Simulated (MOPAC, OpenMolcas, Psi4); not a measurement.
GaSiH4F (SMILES [F][GaH][SiH3]): the HOMO–LUMO gap, rung by rung

GaSiH4F: 7 atoms, total charge 0, spin state singlet. SMILES: `[F][GaH][SiH3]`. Geometry: relaxed at PBE0-D4/def2-TZVP.

Each level gives the HOMO–LUMO gap (eV). The values are calculated.

```csv
level,kind,program,value (eV),CPU time
PM7,semi-empirical,MOPAC,10.83,under 2 s
HF/def2-SVP,Hartree–Fock,OpenMolcas,11.64,4.4 s
SVWN5/def2-SVP,LDA,OpenMolcas,4.03,10 s
BLYP/def2-SVP,GGA,OpenMolcas,4.10,13 s
PBE/def2-SVP,GGA,OpenMolcas,4.15,14 s
M06-L/def2-SVP,meta-GGA,OpenMolcas,4.75,17 s
PBE0/def2-SVP,global hybrid,OpenMolcas,6.13,13 s
CAM-B3LYP/def2-SVP,range-separated hybrid,Psi4,8.34,31 s
wB97X/def2-SVP,range-separated hybrid,Psi4,10.31,22 s
B2PLYP/def2-SVP (density fitting for correlation),double hybrid,Psi4,8.15,11 s
```

All-electron rows without a relativistic Hamiltonian named are non-relativistic. The values span 4.03 to 11.64 eV. Orbital gaps aren't excitation energies, and those of double hybrids come from the SCF part alone; they tend to grow with the share of exact exchange. Times are those of the runs behind each value, whatever else they computed, on shared processors of several kinds: orders of magnitude only.
